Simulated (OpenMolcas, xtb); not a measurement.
## GeH3O (SMILES [O][GeH3]): the dipole moment, rung by rung

GeH3O has 5 atoms, charge 0, and is taken as a doublet. SMILES: `[O][GeH3]`. The shape is that of a PBE0-D4/def2-TZVP optimisation.

Each level gives the dipole moment (D). The values are calculated.

```json
{"level": "GFN0-xTB", "kind": "semi-empirical", "program": "xtb", "value (D)": "1.57", "CPU time": "under 2 s"}
{"level": "UHF/def2-TZVP", "kind": "Hartree–Fock", "program": "OpenMolcas", "value (D)": "2.11", "CPU time": "36 s"}
{"level": "USVWN5/def2-TZVP", "kind": "LDA", "program": "OpenMolcas", "value (D)": "2.40", "CPU time": "53 s"}
{"level": "UBLYP/def2-TZVP", "kind": "GGA", "program": "OpenMolcas", "value (D)": "2.15", "CPU time": "81 s"}
{"level": "U-r2SCAN/def2-TZVP", "kind": "meta-GGA", "program": "OpenMolcas", "value (D)": "2.04", "CPU time": "76 s"}
{"level": "UB3LYP/def2-TZVP", "kind": "global hybrid", "program": "OpenMolcas", "value (D)": "2.09", "CPU time": "66 s"}
```

All-electron rows without a relativistic Hamiltonian named are non-relativistic. The values span 1.57 to 2.40 D. Magnitudes only. Times are those of the runs behind each value, whatever else they computed, on shared processors of several kinds: orders of magnitude only.
